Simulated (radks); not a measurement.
Values are calculated unless marked as measured or tabulated.
Task: Coulomb parameter of the 5d shell of neutral osmium in the model configuration [Xe] 4f14 5d5 6s2 6p1, as a second difference U = [E(n + 0.5) + E(n - 0.5) - 2 E(n)] / (0.5)^2 with all orbitals relaxed. "Bare": the charge of the atom changes with n. "Screened": the 6p shell takes up the change at fixed total charge, which measures U(5d,5d) + U(6p,6p) - 2 U(5d,6p). Level of theory: scalar-relativistic Kohn-Sham, LDA (Slater exchange, Perdew-Wang correlation), spin-unpolarised, spherical densities, point nucleus (a radial shooting solver on a logarithmic mesh with Libxc functionals). Estimate both.

Result: U(bare) = 9.071 eV, U(screened by 6p) = 2.319 eV, against the Slater integral F0(5d,5d) = 14.381 eV with frozen orbitals. The step up makes a negative ion, whose loosely bound charge lowers the bare value.
